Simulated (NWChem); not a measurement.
System: CH₈OSi₂; SMILES [SiH3][SiH2]CO

```xyz
12

O      0.1138     2.7555     0.0077
C      0.6845     1.4514    -0.0082
Si    -0.6588     0.0786    -0.0570
Si     0.2450    -2.0955     0.0173
H     -0.4132     2.8293     0.8248
H      1.3868     1.2705     0.8438
H      1.3013     1.3795    -0.9293
H     -1.5494     0.2840     1.1467
H     -1.5137     0.2481    -1.2854
H      1.1410    -2.3315    -1.1712
H     -0.8446    -3.1352     0.0074
H      1.0660    -2.2759     1.2684
```
Atoms are numbered in this order, from 1.

Level: PBE-D3(BJ)/def2-SVP (NWChem), optimised geometry, unscaled harmonic frequencies. 

Problem. List the harmonic frequencies with IR intensities, and the thermochemistry.

Solution. 
```
frequency (cm⁻¹)  IR intensity (km/mol)
----------------  ---------------------
84                                  2.5
92                                  0.5
97                                  3.2
253                                 0.1
328                               133.2
353                                16.8
409                                 4.1
482                                14.3
485                                 5.2
636                                 1.1
669                                 7.1
750                               269.6
830                                13.9
839                               118.4
891                                12.8
903                                30.6
909                                67.4
1036                              109.1
1128                               29.8
1238                                5.0
1335                               45.6
1402                                3.0
2126                               76.9
2145                               54.2
2154                                6.7
2162                              120.2
2164                              123.3
2901                               37.2
3018                                8.0
3699                               28.5
```

```
Property                                                                            Value
-----------------------------------------------------------------------  ----------------
zero-point energy                                                           50.8 kcal/mol
thermal correction to the enthalpy at 298.15 K (with zero-point energy)     56.3 kcal/mol
heat capacity Cv                                                         27.1 cal/(mol K)
entropy at 298.15 K and 1 atm (symmetry number 1)                        85.5 cal/(mol K)
dipole moment                                                                      1.06 D
```

Rigid rotor and harmonic oscillator; modes under 100 cm⁻¹ make the entropy uncertain.
